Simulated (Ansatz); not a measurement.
Basis sets compared for In6Sb5H18⁻, a cluster cut from wurtzite InSb (hydrogen-capped). The state is a singlet with charge -1. Geometry PBE-D4/def2-SVP. Ansatz on 2 threads of AMD EPYC 7R13 on a shared host and a share (18 GiB) of an NVIDIA H100 80GB HBM3; times are rough, and most runs start from earlier orbitals.

Cartesian coordinates in Å:
```
In -2.900 -0.443 -2.082
Sb -1.013 -2.300 -0.895
Sb 1.251 0.988 -2.905
In 1.549 -1.714 -1.930
In -0.708 -2.966 1.914
Sb 3.086 -1.121 0.443
Sb -2.178 1.837 -0.482
In 0.013 3.311 -1.564
In -2.408 1.691 2.390
Sb -0.346 -0.271 2.858
In 2.366 0.609 2.725
H -2.344 -0.190 -3.730
H -4.522 -0.976 -1.694
H -1.270 -3.807 -1.704
H 0.507 0.762 -4.441
H 2.794 1.401 -3.570
H 2.424 -2.734 -3.053
H -2.225 -3.620 2.497
H 0.817 -3.831 2.034
H 3.502 -2.684 1.032
H 4.681 -0.770 -0.129
H -3.460 2.918 -0.899
H -0.465 4.351 -2.890
H 1.241 3.727 -0.392
H -3.951 0.947 2.765
H -1.883 3.220 3.068
H -0.462 -0.530 4.563
H 2.563 2.200 2.028
H 3.340 -0.008 4.043
```

In the def2 sets In, Sb take a core potential; there is no spin–orbit coupling. Single mean-field runs in def2-TZVP are fitted with def2-universal-jkfit.

```json
{"level": "PBE-D4/def2-SVP", "functions": "376", "energy (Eh)": "-2353.0245", "HOMO (eV)": "-2.92", "LUMO (eV)": "0.48", "wall time": "7 s"}
{"level": "PBE0-D4/def2-SVP", "functions": "376", "energy (Eh)": "-2353.1170", "HOMO (eV)": "-3.78", "LUMO (eV)": "1.17", "wall time": "12 s"}
```

Question: Estimate the rows for PBE-D4/def2-TZVP (with forces), PBE0-D4/def2-TZVP.

Answer: 
```
                         level  functions  energy (Eh)  HOMO (eV)  LUMO (eV)  wall time
PBE-D4/def2-TZVP (with forces)        658   -2353.1263      -3.02       0.31       14 s
             PBE0-D4/def2-TZVP        658   -2353.2045      -3.85       1.02       13 s
```
